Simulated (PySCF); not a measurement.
# How methods differ on the ionisation energy of Sb⁺

Sb⁺ [Kr] 4d10 5s2 5p2 (3P) → Sb²⁺ [Kr] 4d10 5s2 5p1 (2P), as a difference of total energies. Calculation: PySCF 2.14, in aug-cc-pwCVDZ-PP with ECP28MDF (6s5p4d1f, 48 functions); scalar relativity through the core potential. Correlated levels: valence and next inner shell: nothing frozen outside the core potential. The calculations carry no spin-orbit coupling.

```csv
method,ionisation energy (eV)
UHF,15.995
MP2 (valence and next inner shell),16.366
SCS-MP2 (valence and next inner shell),16.259
CCSD (valence and next inner shell),16.327
CCSD(T) (valence and next inner shell),16.333
```

**Question.** How much does correlation contribute at CCSD(T) (valence and next inner shell)?

**Answer.** 16.333 − (15.995) = 0.338 eV, measured against UHF.

The reference lies between the lowest fine-structure levels, while these numbers refer to the centres of the terms.

Errors of the correlated levels include the incompleteness of this basis.

For comparison: 16.626 ± 0.025 eV (measured; NIST Atomic Spectra Database, ionization energies).
